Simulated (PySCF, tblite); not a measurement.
**A complex of K+ and dichloromethane**

A gas-phase complex of K+ and dichloromethane; charge +1, singlet. The structure comes from a short search (6 tight-binding starts) and was relaxed by PBE0-D3(BJ)/def2-SVPD; another way of binding may lie lower. Frequencies by PBE0-D3(BJ)/def2-SVPD show no clear imaginary mode.

```tsv
part	name	SMILES	atoms	charge	multiplicity
1	K+	[K+]	1	+1	1
2	dichloromethane	ClCCl	2–6	0	1
```

```xyz
6

K    -0.399   -0.528   -0.150
Cl   -0.304   -2.053    2.641
C    -1.988   -2.621    2.615
Cl   -2.849   -2.093    1.154
H    -1.980   -3.716    2.631
H    -2.504   -2.203    3.486
```
Atoms count from 1 in this order.

| contact | kind (by geometry) | distance (Å) | angle (°) |
| --- | --- | --- | --- |
| K1···Cl2 | ion contact | 3.183 | - |
| K1···Cl4 | ion contact | 3.186 | - |

Interaction energies are complex less parts, with the parts frozen as they stand in it; counterpoise-corrected, in kcal/mol (PySCF).

Q: Give the interaction energy at each level run.

A: 
```csv
level,interaction,superposition error removed
wB97M-D3(BJ)/def2-TZVPD,-13.50,-0.14
PBE0-D3(BJ)/def2-TZVPD,-14.29,-0.14
```

Q: What holds them together? Decompose the wB97M-D3(BJ)/def2-TZVPD energy: frozen parts, their antisymmetrised product, then relaxation.

A: electrostatic -10.5, Pauli repulsion +6.3, orbital relaxation -8.5, dispersion correction -1.0 kcal/mol, which sum to the value before the counterpoise correction; the Pauli term holds the exchange-correlation of the frozen density too. Of the attraction, 53 % is electrostatic, 42 % is orbital relaxation, 5 % is dispersion correction.

The parts were also relaxed and run alone, at the levels used for the complex: shieldings by PBE0/pcSseg-2; core levels by delta-SCF with SCAN, pcX-2 on the ionised atom and pcseg-1 elsewhere, spin-free X2C (2p3/2 is the spin-free 2p value less a third of a first-order spin-orbit splitting).

Q: How do these values change when the complex forms?

A: 
```csv
property,alone,in the complex,change
shielding of K1 (ppm),1325.5,1282.8,-42.7
shielding of Cl2 (ppm),746.0,732.5,-13.5
shielding of Cl4 (ppm),746.0,733.6,-12.4
Cl2 2p3/2 core level (eV),206.69,210.98,+4.29
C3 1s core level (eV),294.20,298.20,+4.00
```

Q: What are the binding energy from relaxed parts (wB97M-D3(BJ)/def2-TZVPD), and ΔH and ΔG of association at 298.15 K and 1 atm?

A: -13.46 kcal/mol, -13.08 with zero-point energy; ΔH -13.1 and ΔG -6.5 kcal/mol, from harmonic vibrations by PBE0-D3(BJ)/def2-SVPD with low modes damped.

The 5 runs behind this took 5.7 min in all, one thread each of Arm Neoverse V1 on a shared host, launched as `OMP_NUM_THREADS=1 python cluster_run.py task.json out`.
